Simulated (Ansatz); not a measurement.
**Molecular dynamics, step by step**

BSiH7O2, singlet, CAM-B3LYP-D4/def2-SVP (Ansatz 0.2.0). Settings (timestep in fs, temperature in K; T counts 27 degrees of freedom):

```yaml
hamiltonian: {xc: {name: CAM-B3LYP}, dispersion: d4}
md: {n_steps: 80, timestep: 0.5, temperature: 1000, ensemble: nve, seed: 287, initial_velocities: maxwell_boltzmann}
```

Start, the saddle point found with PBE0-D4 in triple zeta (not stationary at another level):

```xyz
11
angstrom
B -0.5780 0.4763 0.1310
Si 1.2580 -0.7024 -0.0995
O -0.7578 0.9995 -1.1642
O -1.5317 -0.2953 0.8279
H 0.4609 0.8456 0.7890
H -0.3243 1.4692 1.0094
H 2.3357 -0.0978 -0.9240
H 1.8410 -1.2571 1.1526
H 0.6027 -1.8075 -0.8526
H -1.5831 1.4848 -1.2369
H -1.7234 -1.1150 0.3674
```

| step | time (fs) | potential energy less the start (meV) | kinetic energy (meV) | T (K) |
| --- | --- | --- | --- | --- |
| 0 | 0.00 | 0.0 | 1163.3 | 1000 |
| 5 | 2.50 | 264.3 | 902.0 | 775 |
| 10 | 5.00 | 480.3 | 685.0 | 589 |
| 15 | 7.50 | 575.2 | 590.8 | 508 |
| 20 | 10.00 | 477.5 | 689.0 | 592 |
| 25 | 12.50 | 95.2 | 1069.7 | 919 |
| 30 | 15.00 | -246.8 | 1411.7 | 1214 |
| 35 | 17.50 | -292.8 | 1457.3 | 1253 |
| 40 | 20.00 | -255.5 | 1422.3 | 1223 |
| 45 | 22.50 | -660.3 | 1824.6 | 1568 |
| 50 | 25.00 | -912.0 | 2077.0 | 1785 |
| 55 | 27.50 | -1034.5 | 2199.8 | 1891 |
| 60 | 30.00 | -993.4 | 2158.1 | 1855 |
| 65 | 32.50 | -814.4 | 1981.3 | 1703 |
| 70 | 35.00 | -914.2 | 2078.8 | 1787 |
| 75 | 37.50 | -908.2 | 2074.1 | 1783 |
| 80 | 40.00 | -920.4 | 2084.3 | 1792 |

Step 35, positions (Å) and forces (eV/Å):

| atom | x | y | z | Fx | Fy | Fz |
| --- | --- | --- | --- | --- | --- | --- |
| B1 | -0.612 | 0.712 | 0.222 | -2.038 | -1.389 | 2.325 |
| Si2 | 1.163 | -0.690 | -0.103 | 2.223 | -0.886 | -0.503 |
| O3 | -0.716 | 0.905 | -1.147 | -0.477 | 1.083 | -0.288 |
| O4 | -1.394 | -0.391 | 0.764 | 0.645 | 0.177 | -0.345 |
| H5 | 0.626 | 0.568 | 0.405 | 1.325 | 0.309 | 0.410 |
| H6 | -0.434 | 1.552 | 1.168 | -0.606 | -0.058 | -1.256 |
| H7 | 2.317 | -0.163 | -1.004 | -0.871 | -0.536 | 0.523 |
| H8 | 1.667 | -1.005 | 1.241 | 0.343 | -0.515 | 0.168 |
| H9 | 0.418 | -1.846 | -0.675 | -0.025 | 0.473 | -0.104 |
| H10 | -1.283 | 1.674 | -1.108 | -0.491 | 0.606 | -1.218 |
| H11 | -1.545 | -1.119 | 0.129 | -0.030 | 0.735 | 0.288 |

Step 50, positions (Å) and forces (eV/Å):

```json
{"atom": "B1", "x": "-0.802", "y": "0.844", "z": "0.298", "Fx": "-0.534", "Fy": "-3.303", "Fz": "-1.558"}
{"atom": "Si2", "x": "1.187", "y": "-0.720", "z": "-0.095", "Fx": "0.321", "Fy": "-0.323", "Fz": "1.012"}
{"atom": "O3", "x": "-0.708", "y": "0.889", "z": "-1.161", "Fx": "-1.439", "Fy": "1.845", "Fz": "1.884"}
{"atom": "O4", "x": "-1.302", "y": "-0.422", "z": "0.758", "Fx": "0.242", "Fy": "2.378", "Fz": "0.382"}
{"atom": "H5", "x": "0.809", "y": "0.597", "z": "0.502", "Fx": "0.207", "Fy": "0.123", "Fz": "-0.217"}
{"atom": "H6", "x": "-0.763", "y": "1.643", "z": "1.142", "Fx": "-0.001", "Fy": "1.326", "Fz": "0.189"}
{"atom": "H7", "x": "2.150", "y": "-0.461", "z": "-1.135", "Fx": "1.007", "Fy": "0.240", "Fz": "-0.391"}
{"atom": "H8", "x": "1.726", "y": "-1.220", "z": "1.224", "Fx": "0.025", "Fy": "-0.488", "Fz": "-0.636"}
{"atom": "H9", "x": "0.203", "y": "-1.572", "z": "-0.806", "Fx": "0.067", "Fy": "-0.030", "Fz": "0.306"}
{"atom": "H10", "x": "-1.150", "y": "1.725", "z": "-1.432", "Fx": "0.605", "Fy": "-0.719", "Fz": "-0.177"}
{"atom": "H11", "x": "-1.429", "y": "-0.886", "z": "-0.054", "Fx": "-0.499", "Fy": "-1.049", "Fz": "-0.794"}
```

Step 75, positions (Å) and forces (eV/Å):

```json
{"atom": "B1", "x": "-1.171", "y": "0.928", "z": "0.261", "Fx": "1.118", "Fy": "-1.558", "Fz": "-2.879"}
{"atom": "Si2", "x": "1.270", "y": "-0.783", "z": "-0.077", "Fx": "1.926", "Fy": "-1.283", "Fz": "-1.120"}
{"atom": "O3", "x": "-0.785", "y": "0.941", "z": "-1.060", "Fx": "-0.496", "Fy": "-0.633", "Fz": "-0.010"}
{"atom": "O4", "x": "-1.168", "y": "-0.366", "z": "0.732", "Fx": "-2.252", "Fy": "0.166", "Fz": "-0.102"}
{"atom": "H5", "x": "1.485", "y": "0.575", "z": "0.512", "Fx": "-0.378", "Fy": "-0.387", "Fz": "0.194"}
{"atom": "H6", "x": "-1.338", "y": "1.929", "z": "0.769", "Fx": "-0.396", "Fy": "1.270", "Fz": "1.623"}
{"atom": "H7", "x": "2.308", "y": "-0.851", "z": "-1.184", "Fx": "-0.099", "Fy": "0.296", "Fz": "0.133"}
{"atom": "H8", "x": "1.765", "y": "-1.980", "z": "0.709", "Fx": "-0.348", "Fy": "0.609", "Fz": "0.390"}
{"atom": "H9", "x": "0.065", "y": "-1.214", "z": "-0.781", "Fx": "0.407", "Fy": "-0.294", "Fz": "-0.341"}
{"atom": "H10", "x": "-0.567", "y": "1.458", "z": "-1.832", "Fx": "-0.272", "Fy": "0.772", "Fz": "0.469"}
{"atom": "H11", "x": "-1.436", "y": "-0.956", "z": "-0.042", "Fx": "0.791", "Fy": "1.041", "Fz": "1.642"}
```

Last step (80):

| atom | x (Å) | y (Å) | z (Å) |
| --- | --- | --- | --- |
| B1 | -1.2380 | 0.9535 | 0.2028 |
| Si2 | 1.2993 | -0.8002 | -0.0797 |
| O3 | -0.8086 | 0.9463 | -1.0280 |
| O4 | -1.1578 | -0.3445 | 0.7326 |
| H5 | 1.5710 | 0.5083 | 0.5174 |
| H6 | -1.4587 | 1.9388 | 0.8099 |
| H7 | 2.3194 | -0.8934 | -1.1157 |
| H8 | 1.7153 | -2.0868 | 0.6104 |
| H9 | 0.1159 | -1.2034 | -0.7923 |
| H10 | -0.4676 | 1.4757 | -1.7685 |
| H11 | -1.3857 | -0.9844 | 0.0724 |

The run took about 91 s on 4 CPU threads of an Arm Neoverse V2 (shared host).
